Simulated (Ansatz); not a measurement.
Start from `C[O][Hf]([OH])([Cl])[Cl]` and change one atom or group to get `C[NH][Hf]([OH])([Cl])[Cl]`.

Ansatz, PBE0-D4/def2-TZVP geometries, multiplicity 1. Each molecule was computed in one conformer, which needn't be the lowest.

Elements past krypton have def2 core potentials.

| property | `C[O][Hf]([OH])([Cl])[Cl]` |
| --- | --- |
| HOMO energy (PBE/def2-TZVPP) / eV | -7.25 |
| HOMO–LUMO gap (PBE0/def2-TZVPP) / eV | 8.09 |
| LUMO energy (ωB97M-V/def2-TZVPP) / eV | 1.00 |
| LUMO energy (PBE/def2-TZVPP) / eV | -1.46 |
| HOMO energy (ωB97M-V/def2-TZVPP) / eV | -10.99 |
| HOMO–LUMO gap (PBE/def2-TZVPP) / eV | 5.79 |

Q: What does the change do to each property? (An estimate is asked.)

A: The calculation gave: 
```tsv
property	`C[NH][Hf]([OH])([Cl])[Cl]`	shift
HOMO energy (PBE/def2-TZVPP) / eV	-5.96	1.29
HOMO–LUMO gap (PBE0/def2-TZVPP) / eV	6.56	-1.53
LUMO energy (ωB97M-V/def2-TZVPP) / eV	1.03	0.03
LUMO energy (PBE/def2-TZVPP) / eV	-1.59	-0.13
HOMO energy (ωB97M-V/def2-TZVPP) / eV	-9.55	1.44
HOMO–LUMO gap (PBE/def2-TZVPP) / eV	4.37	-1.42
```

With PBE0 the HOMO rises by 1.43 eV and the LUMO falls by 0.10 eV, so the gap narrows by about 1.53 eV. PBE moves the HOMO by 1.29 eV and ωB97M-V by 1.44 eV.
